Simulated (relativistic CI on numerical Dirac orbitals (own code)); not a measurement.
# Sensitivity of the levels of Fe20+ to α and to the nuclear radius

Calculated at this level of theory: Dirac-Coulomb-Breit CI, KLI orbitals optimised for each configuration, derivatives by finite differences, unscaled Slater integrals, QED left out (own radial code, finite nucleus).

Configurations in the expansion (outside the closed core 1s2): 2s²2p², 2s2p³, 2p⁴, 2p³3s, 2p³3p, 2p³3d, 2s²2p3s, 2s²2p3p. Levels of other configurations are missing.

With x = (α/α₀)² − 1 an excitation energy changes as ω = ω₀ + qx; K = 2q/ω₀ is the relative enhancement. Terms are leading LS components, so labels can repeat. The field-shift factor is F = δν/δ⟨r²⟩ for the transition from the lowest level.

Lowest level 2s²2p² ³P0.

```csv
Level,ω₀ (cm⁻¹),q (cm⁻¹),F (GHz/fm²)
2s²2p² ³P1,73847,96640,0.0524
2s²2p² ³P2,117923,116600,-0.0799
2s²2p² ¹D2,246382,189200,-0.507
2s²2p² ¹S0,368498,199000,-4.09
2s2p³ ⁵S°2,478021,203100,-91
2s2p³ ³D°1,780800,178900,-92.4
2s2p³ ³D°2,780949,189100,-92.3
2s2p³ ³D°3,806968,230700,-92.4
2s2p³ ³P°0,920237,236500,-92.4
2s2p³ ³P°1,928992,251200,-92.6
2s2p³ ³P°2,946539,276800,-92.7
2s2p³ ³S°1,1105740,211200,-96.6
2s2p³ ¹D°2,1139630,267200,-95.4
2s2p³ ¹P°1,1273335,306200,-95.8
2p⁴ ³P2,1665573,269000,-186
2p⁴ ³P0,1755335,330700,-186
2p⁴ ³P1,1758625,374600,-187
2p⁴ ¹D2,1842755,362500,-186
2p⁴ ¹S0,2075221,416300,-183
2s²2p3s ³P°0,7667547,54420,32.3
2s²2p3s ³P°1,7675934,55690,32.3
2s²2p3s ³P°2,7784629,174200,31.4
2s²2p3s ¹P°1,7806969,173000,31.4
```

At this charge energies of transitions that change n are usually good to better than 1 %, and those within a shell (Δn = 0) to a few per cent.

(1) Which transition from the lowest level has the largest |K|?

Results:

(1) 2s²2p² ³P1 at 73847 cm⁻¹, K = 2.62.
